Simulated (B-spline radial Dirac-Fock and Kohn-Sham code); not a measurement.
**Ionisation energies of antimony ions, computed and tabulated**

Method: multi-electron Dirac-Fock with separately optimised hole states, Breit and Lamb-shift corrections added in first order. Computed with an atomic code on a B-spline grid. Each value is the difference of the configuration-average energies of two neighbouring ions in their tabulated ground configurations. No correlation. NIST's values refer to the lowest levels; many for high charge states are themselves semi-empirical or theoretical. Where a p, d or f shell is open in either ion the computed value averages over both j values and all terms, while the table refers to the lowest levels; that difference holds spin-orbit splitting (largest in heavy or highly charged ions), term energies where several electrons share open shells, and correlation, and it can reach 10 % or more.

```tsv
ion	configuration	computed (eV)	NIST (eV)	kind	NIST − computed (eV)
Sb¹⁸⁺	[Ar] 3d10 4s2 4p3	513.2	510 ± 3	theoretical	-3.16
Sb¹⁹⁺	[Ar] 3d10 4s2 4p2	544.2	552 ± 4	theoretical	+7.76
Sb²⁰⁺	[Ar] 3d10 4s2 4p1	575.8	584 ± 4	theoretical	+8.18
Sb²¹⁺	[Ar] 3d10 4s2	657.0	657 ± 4	theoretical	0.00
Sb²²⁺	[Ar] 3d10 4s1	691.9	693.26 ± 0.24	semi-empirical	+1.38
Sb²³⁺	[Ar] 3d10	1218.5	1214 ± 4	theoretical	-4.52
Sb²⁴⁺	[Ar] 3d9	1293.0	1285 ± 4	theoretical	-7.97
Sb²⁵⁺	[Ar] 3d8	1369.0	1360 ± 4	theoretical	-9.03
Sb²⁶⁺	[Ar] 3d7	1446.7	1441 ± 4	theoretical	-5.68
Sb²⁷⁺	[Ar] 3d6	1525.9	1518 ± 4	theoretical	-7.91
Sb²⁸⁺	[Ar] 3d5	1606.7	1606 ± 4	theoretical	-0.71
Sb²⁹⁺	[Ar] 3d4	1689.1	1698 ± 4	theoretical	+8.91
```

Q: Where in this range is the largest relative jump, and why?

A: From Sb²²⁺ (691.9 eV) to Sb²³⁺ (1218.5 eV), a factor of 1.76. The configuration goes from [Ar] 3d10 4s1 to [Ar] 3d10, so the next electron comes out of a deeper subshell.
